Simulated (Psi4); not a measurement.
I4Ta, charge +1, singlet, geometry from GFN2-xTB (such geometries of metal compounds can be far from the true shape) (the multiplicity is a formal guess) (core potentials on I, Ta); PBE0/def2-SVP run with Psi4 1.11.

Psi4 was given this input:
```
memory 2 GB

molecule mol {
1 1
Ta   -0.000000    0.000000    0.000000
I     2.110035   -0.609754   -1.508469
I     0.788694    0.387424    2.515430
I    -1.140795    2.222968   -0.925489
I    -1.757935   -2.000638   -0.081473
}

set {
  basis def2-svp
  reference rks
  basis_guess sto-3g
}

energy('pbe0')
print_variables()
```

What the program printed (banner, timings and long lists left out):

```
  //>>>>>>>>>>>>>>>>>>>>>>>>>>>>>>>>>>>//
  //      Guess SCF, STO-3G Basis      //
  //<<<<<<<<<<<<<<<<<<<<<<<<<<<<<<<<<<<//

Traceback (most recent call last):
  File "psi4", line 375, in <module>
  File "<string>", line 27, in <module>
  File "site-packages/psi4/driver/driver.py", line 533, in energy
  File "site-packages/psi4/driver/procrouting/proc.py", line 2760, in run_scf
  File "site-packages/psi4/driver/procrouting/proc.py", line 1905, in scf_helper
  File "site-packages/psi4/driver/p4util/python_helpers.py", line 229, in _core_wavefunction_build
  File "site-packages/psi4/driver/p4util/python_helpers.py", line 169, in _pybuild_basis
  File "site-packages/psi4/driver/qcdb/libmintsbasisset.py", line 722, in pyconstruct
  File "site-packages/psi4/driver/qcdb/libmintsbasisset.py", line 976, in construct

psi4.driver.qcdb.exceptions.BasisSetNotFound: BasisSet::construct: Unable to find a basis set for atom 1 for key BASIS among:
  Shell Entries: ['TA']
  Basis Sets: [('STO-3G', 'STO-3G', None)]
  File Path: tmpnp2lg4h7, tmpnp2lg4h7, basis
  Input Blocks:

Printing out the relevant lines from the Psithon --> Python processed input file:
    ""","mol")
    core.IO.set_default_namespace("mol")
    core.set_global_option("BASIS", "def2-svp")
    core.set_global_option("REFERENCE", "rks")
    core.set_global_option("BASIS_GUESS", "sto-3g")
--> energy('pbe0')
    print_variables()

!----------------------------------------------------------------------------------!
!                                                                                  !
!  BasisSet::construct: Unable to find a basis set for atom 1 for key BASIS among: !
!   Shell Entries: ['TA']                                                          !
!   Basis Sets: [('STO-3G', 'STO-3G', None)]                                       !
!   File Path: tmpnp2lg4h7,      !
!     tmpnp2lg4h7,               !
!     basis                                          !
!   Input Blocks:                                                                  !
!                                                                                  !
!----------------------------------------------------------------------------------!

QcdbException BasisSetNotFound: BasisSet::construct: Unable to find a basis set for atom 1 for key BASIS among:
  Shell Entries: ['TA']
  Basis Sets: [('STO-3G', 'STO-3G', None)]
  File Path: tmpnp2lg4h7, tmpnp2lg4h7, basis
  Input Blocks:
```

The program refused the input.
